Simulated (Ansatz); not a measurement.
Geometry optimisation, Ansatz 0.2.0, RKS PBE0-D4/6-31G*.

The input (input.yaml):

```yaml
crystal:
  periodic: [false, false, false]
  atoms:
    - { symbol: B, position_ang: [0.382094, 0.4986, -0.341154] }
    - { symbol: H, position_ang: [-0.411413, -0.194156, 1.818471] }
    - { symbol: Cl, position_ang: [1.751483, -0.619102, -0.347399] }
    - { symbol: H, position_ang: [-0.670774, 0.158048, -0.784682] }
    - { symbol: "N", position_ang: [0.58108, 1.86588, 0.135495] }
    - { symbol: H, position_ang: [1.48882, 2.129754, 0.494128] }
    - { symbol: C, position_ang: [-0.427478, 2.897663, 0.151709] }
    - { symbol: H, position_ang: [-1.331634, 2.52595, -0.335813] }
    - { symbol: H, position_ang: [-0.694366, 3.19901, 1.174033] }
    - { symbol: H, position_ang: [-0.097087, 3.792449, -0.390223] }
    - { symbol: H, position_ang: [-0.257124, 0.493104, 1.742535] }
basis:
  gaussian: { orbitals: "6-31G*" }
hamiltonian:
  xc: pbe0
  dispersion: d4
relax:
  f_tol: 0.03
  max_steps: 50
output:
  orbitals: {}
```

Run as:

```bash
$ ansatz run input.yaml --threads 1 --pin off --max-ram 2048MiB --backend cpu --events-out ev --progress --plain --runs-dir out
```

Q: Where does it end, and by what steps?

A: The forces met the threshold. The force dipped under the threshold on the way, but the program's further checks kept it going. After 24 steps the energy has fallen by 0.381 eV; H2 moved furthest, 1.25 Å.

| step | energy less start (eV) | largest force component (eV/Å) | accepted |
| --- | --- | --- | --- |
| 0 | 0.0000 | 2.627 | yes |
| 1 | -0.2394 | 1.032 | yes |
| 2 | -0.3208 | 0.321 | yes |
| 3 | -0.3533 | 0.248 | yes |
| 4 | -0.3564 | 0.249 | yes |
| 5 | -0.3634 | 0.064 | yes |
| 6 | -0.3665 | 0.050 | yes |
| 7 | -0.3668 | 0.282 | yes |
| 8 | -0.3689 | 0.175 | yes |
| 9 | -0.3713 | 0.021 | yes |
| 10 | -0.3539 | 0.865 | no |
| 11 | -0.3715 | 0.183 | yes |
| 12 | -0.3716 | 0.151 | yes |
| 13 | -0.3745 | 0.025 | yes |
| 14 | -0.3761 | 0.052 | yes |
| 15 | -0.3756 | 0.303 | no |
| 16 | -0.3763 | 0.163 | yes |
| 17 | -0.3784 | 0.118 | yes |
| 18 | -0.3791 | 0.107 | yes |
| 19 | -0.3795 | 0.094 | yes |
| 20 | -0.3796 | 0.158 | yes |
| 21 | -0.3803 | 0.064 | yes |
| 22 | -0.3803 | 0.046 | yes |
| 23 | -0.3805 | 0.020 | yes |
| 24 | -0.3807 | 0.015 | yes |

```xyz
11
Properties=species:S:1:pos:R:3
B 0.546 0.648 -0.820
H -0.745 0.325 2.900
Cl 1.936 -0.457 -0.890
H -0.411 0.418 -1.495
N 0.596 1.754 0.013
H 1.428 1.919 0.566
C -0.447 2.745 0.172
H -1.293 2.479 -0.466
H -0.800 2.789 1.210
H -0.098 3.743 -0.118
H -0.397 0.385 2.244
```

Whether the end is a true minimum wasn't checked by a vibrational analysis.

Time of the run: 100 s on 1 thread of Arm Neoverse V1 (shared host), peak memory 0.15 GiB.
